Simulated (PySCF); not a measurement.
Ga2(mu-OMe)2(H)4, C₂H₁₀Ga₂O₂, singlet (GFN2-xTB optimised geometry):

```
16

Ga     0.736     1.325     0.000
Ga    -0.741    -1.271     0.001
O      0.044     0.001     1.265
C      0.164    -0.068     2.685
H      1.087     0.431     2.997
H     -0.688     0.425     3.161
H      0.194    -1.116     2.998
H      2.281     1.325     0.000
H     -0.135     2.599     0.000
O      0.044     0.000    -1.264
C      0.163    -0.068    -2.684
H      0.183    -1.117    -2.998
H     -0.686     0.432    -3.160
H      1.089     0.422    -2.997
H      0.048    -2.599     0.001
H     -2.281    -1.173     0.001
```

Method: PBE0/def2-TZVP in PySCF.

What are the frontier orbital energies and the dipole moment?

HOMO-2 -8.36 eV, HOMO-1 -8.24 eV, HOMO -7.46 eV, LUMO -0.44 eV, LUMO+1 0.76 eV; dipole moment 0.31 D.

On the same geometry PBE/def2-TZVP (PySCF 2.14.0) gives HOMO-2 -6.98 eV, HOMO-1 -6.70 eV, HOMO -6.08 eV, LUMO -1.25 eV, LUMO+1 -0.22 eV; dipole moment 0.31 D.

Meta-Löwdin charges at PBE0/def2-TZVP: Ga1 0.50, Ga2 0.50, O3 -0.54, C4 -0.12, H5 0.12, H6 0.12, H7 0.12, H8 -0.10, H9 -0.10, O10 -0.54, C11 -0.12, H12 0.12, H13 0.12, H14 0.12, H15 -0.10, H16 -0.10.
